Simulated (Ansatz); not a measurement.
`OB(F)F` + F• → `[O]B(F)F`• + H–F at 298.15 K and 1 bar (hydrogen abstraction from the O–H bond).

Isolated molecules relaxed with PBE0-D4/def2-TZVP in Ansatz; ΔE leaves out vibrations. CCSD(T)/CBS is frozen-core, at the limit of the def2 triple- and quadruple-zeta sets. No spin–orbit coupling; open shells (•) take unrestricted orbitals. Spin–orbit coupling would lower the free atoms: a little for F. Each species was taken in one conformer, which may not be the lowest.

| species | CCSD(T)/CBS energy (Eh) | H − E (kJ/mol) | S (J/(mol·K)) |
| --- | --- | --- | --- |
| `OB(F)F` | -300.33333 | 77.6 | 272.4 |
| F• | -99.66806 | 6.2 | 160.5 |
| `[O]B(F)F`• | -299.62867 | 43.7 | 270.3 |
| H–F | -100.39431 | 33.5 | 173.6 |

H − E and S are ideal-gas, rigid-rotor, harmonic terms from PBE0-D4/def2-TZVP, for one conformer and one mirror image of each species, with the whole ground term of open shells counted as degenerate. 1 Eh = 2625.50 kJ/mol, R = 8.31446 J/(mol·K).

By hand: ΔE, ΔH, ΔS and ΔG.

ΔE = (-299.62867) + (-100.39431) − (-300.33333) − (-99.66806) = -0.02159 Eh = -56.7 kJ/mol. Δ(H − E) = 43.7 + 33.5 − 77.6 − 6.2 = -6.6, so ΔH = -63.3 kJ/mol. ΔS = 270.3 + 173.6 − 272.4 − 160.5 = 11.0 J/(mol·K). ΔG = -63.3 − 298.15 × (11.0)/1000 = -66.6 kJ/mol.

By hand: the equilibrium constant, and the temperature at which ΔG would vanish if ΔH and ΔS stayed fixed.

log₁₀ K = −ΔG/(RT ln 10) = 11.7. ΔH and −TΔS have one sign here, so there is no such temperature.

The number of gas molecules stays the same, so ΔS is small and ΔH decides. A doubt of 5 kJ/mol in ΔE shifts log₁₀ K by 0.9 here. Other conformers and mirror images would add mixing entropy, several J/(mol·K) or more a flexible species. These are equilibria of isolated gas molecules and say nothing of rates. Largest T1 diagnostic: 0.014 (customary marks: 0.02 for closed shells, 0.045 for open ones).

ΔS is within the doubt of such terms, so its sign, and with it that verdict, could turn.
